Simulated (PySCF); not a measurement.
Correlation energy of Mn⁺ (manganese, charge +1)

[Ar] 3d5 4s1, high-spin 7S determinant. All numbers are calculated (PySCF 2.14, the spin-free X2C one-electron Hamiltonian (Gaussian nucleus), in jorge-DZP-DKH (8s6p2d1f, 43 functions)). Frozen: [Ar]; 6 electrons correlated.

MP2 pair energies summed by pair of shells (mhartree):

| pair | energy | share (%) |
| --- | --- | --- |
| 3d-3d | -29.04 | 81.7 |
| 3d-4s | -6.50 | 18.3 |

Total MP2 correlation energy: -35.53 mhartree.

Same-spin part -35.53 and opposite-spin part 0.00 mhartree; SCS-MP2 scales them by 1/3 and 6/5 to -11.84 mhartree.
